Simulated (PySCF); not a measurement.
# How methods differ on the excitation energy of Fe

Fe [Ar] 3d6 4s2 (5D) → Fe [Ar] 3d6 4s1 4p1 (high-spin determinant), as a difference of total energies. Computed with PySCF 2.14 in dyall-av2z, with no relativity, point nucleus. Correlated levels: valence: [Ar] frozen; virtual orbitals above 40 to 60 times the deepest correlated orbital energy dropped. The calculations carry no spin-orbit coupling.

| method | excitation energy (eV) |
| --- | --- |
| UHF | 1.244 |
| MP2 (valence) | 2.067 |
| SCS-MP2 (valence) | 2.332 |
| CCSD (valence) | 2.220 |
| CCSD(T) (valence) | 2.276 |

Question: How much does correlation contribute at CCSD(T) (valence)?

Answer: 2.276 − (1.244) = 1.032 eV, measured against UHF.

A first-order spin-orbit estimate (lowest level to lowest level, LS coupling) adds 0.015 eV.

The determinant of the upper state mixes LS terms, which raises its energy above the lowest term, most at the Hartree-Fock and MP2 levels.
